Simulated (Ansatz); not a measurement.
`O[Si](F)([SiH3])[SiH3]` + H₂ → `O[SiH]([SiH3])[SiH3]` + H–F at 400 K and 1 bar (hydrogenolysis of the Si–F bond).

Program: Ansatz. Geometries: PBE0-D4/def2-TZVP. ΔE: electronic, gas phase. CCSD(T)/CBS adds triple-zeta CCSD(T) − MP2 to the extrapolated MP2 energy (def2 sets, frozen cores). This one scheme is used for every species. Each species was taken in one conformer, which may not be the lowest.

```tsv
species	CCSD(T)/CBS energy (Eh)	H − E (kJ/mol)	S (J/(mol·K))
`O[Si](F)([SiH3])[SiH3]`	-1046.51512	221.1	451.5
H₂	-1.17544	38.0	139.0
`O[SiH]([SiH3])[SiH3]`	-947.24817	231.2	428.7
H–F	-100.39570	36.5	182.2
```

H − E and S are ideal-gas, rigid-rotor, harmonic terms from PBE0-D4/def2-TZVP, for one conformer and one mirror image of each species. For small species the MP2-based limit differs from directly extrapolated CCSD(T) by up to some mEh (0.8 for H₂); such offsets cancel only in part. 1 Eh = 2625.50 kJ/mol, R = 8.31446 J/(mol·K).

Task: By hand: ΔE, ΔH, ΔS and ΔG.

Result: ΔE = (-947.24817) + (-100.39570) − (-1046.51512) − (-1.17544) = 0.04669 Eh = 122.6 kJ/mol. Δ(H − E) = 231.2 + 36.5 − 221.1 − 38.0 = 8.6, so ΔH = 131.2 kJ/mol. ΔS = 428.7 + 182.2 − 451.5 − 139.0 = 20.4 J/(mol·K). ΔG = 131.2 − 400 × (20.4)/1000 = 123.0 kJ/mol.

Task: By hand: the equilibrium constant, and the temperature at which ΔG would vanish if ΔH and ΔS stayed fixed.

Result: log₁₀ K = −ΔG/(RT ln 10) = -16.1. ΔG = 0 at ΔH/ΔS = 6431 K, far beyond where these terms or the molecules hold.

ΔH outweighs TΔS. A doubt of 5 kJ/mol in ΔE shifts log₁₀ K by 0.7 here. Other conformers and mirror images would add mixing entropy, several J/(mol·K) or more a flexible species. These are equilibria of isolated gas molecules and say nothing of rates. Largest T1 diagnostic: 0.013 (customary marks: 0.02 for closed shells, 0.045 for open ones).
